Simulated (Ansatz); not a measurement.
Cartesian coordinates in Å:
```
C 1.1593 -1.1013 0.0894
Se 1.5370 0.8102 -0.2195
Zr -0.9579 1.1029 -0.1026
Cl -1.9489 -0.1782 -1.7828
Cl -1.3681 3.3617 -0.4120
Cl -1.7094 0.3835 1.9866
H 1.6561 -1.3943 1.0110
H 0.0919 -1.3263 0.1930
H 1.5400 -1.6583 -0.7631
```

Charge 0, multiplicity 1. Zr takes the def2 core potential.

Task: List the CAM-B3LYP/def2-TZVPP orbital energies in eV (the Gaussian-basis code of Ansatz). (An estimate is asked.)

Result: The calculation gave: Occupied: -12353.01, -2764.70, -2764.53, -2764.53, -1582.20, -1420.42, -1420.36, -1420.35, -280.32, -259.49, -259.32, -259.32, -214.78, -198.47, -198.44, -198.43, -198.30, -198.30, -198.27, -198.27, -198.26, -198.26, -158.92, -158.73, -158.70, -62.21, -59.71, -59.65, -59.62, -59.47, -59.47, -38.54, -38.46, -38.36, -24.59, -24.33, -24.26, -23.30, -19.60, -14.47, -14.25, -12.42, -12.27, -12.24, -11.99, -11.73, -11.51, -11.49, -11.12, -11.04, -10.80, -9.67, -8.65. Lowest empty: -1.46, -1.26, -0.72, -0.43, -0.32, 0.52, 0.78, 1.48.
